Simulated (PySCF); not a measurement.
C₄H₃Cl₂F, SMILES C#C[C@H](F)C(Cl)Cl.

The structure is a stationary point at B3LYP-D3(BJ)/def2-SVP. The structure was generated by enumeration; whether it is a known compound was not checked. The values are those of a single conformer.

Vertical ionisation energy (IE) and electron affinity (EA) in eV. Rows of orbital energies are one-electron estimates. Where ΔSCF, EOM or ADC give a negative EA the extra electron is unbound and the value depends on the basis.

```csv
level,IE,EA
"−ε(HOMO), −ε(LUMO), HF/def2-TZVP (PySCF)",11.24,-3.39
"−ε(HOMO), −ε(LUMO), PBE/def2-TZVP (PySCF)",7.19,1.56
```
